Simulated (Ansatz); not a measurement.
PBE exchange is replaced step by step with exact exchange (0 % is PBE, 25 % PBE0; no dispersion term), basis def2-SVP, Ansatz. System: the cluster Si2Se4 (the lowest singlet isomer of a short search). Charge 0, multiplicity 1. Geometry: PBE0-D4/def2-SVP, each spin state at its own.

Geometry of the singlet:

| atom | x (Å) | y (Å) | z (Å) |
| --- | --- | --- | --- |
| Si1 | -1.193 | -0.741 | -0.421 |
| Si2 | 1.192 | 0.742 | 0.420 |
| Se3 | -0.966 | 0.930 | 1.107 |
| Se4 | -2.879 | -1.785 | -1.012 |
| Se5 | 0.966 | -0.931 | -1.106 |
| Se6 | 2.879 | 1.784 | 1.012 |

The structure comes from a short search, and lower isomers may exist.

```json
{"exact exchange (%)": "10", "HOMO (eV)": "-6.44", "LUMO (eV)": "-3.24", "gap (eV)": "3.20", "triplet − singlet (kJ/mol)": "147.5", "quintet − singlet (kJ/mol)": "295.8"}
{"exact exchange (%)": "15", "HOMO (eV)": "-6.66", "LUMO (eV)": "-3.12", "gap (eV)": "3.54", "triplet − singlet (kJ/mol)": "149.2", "quintet − singlet (kJ/mol)": "300.4"}
{"exact exchange (%)": "40", "HOMO (eV)": "-7.79", "LUMO (eV)": "-2.53", "gap (eV)": "5.25", "triplet − singlet (kJ/mol)": "151.2", "quintet − singlet (kJ/mol)": "315.8"}
```
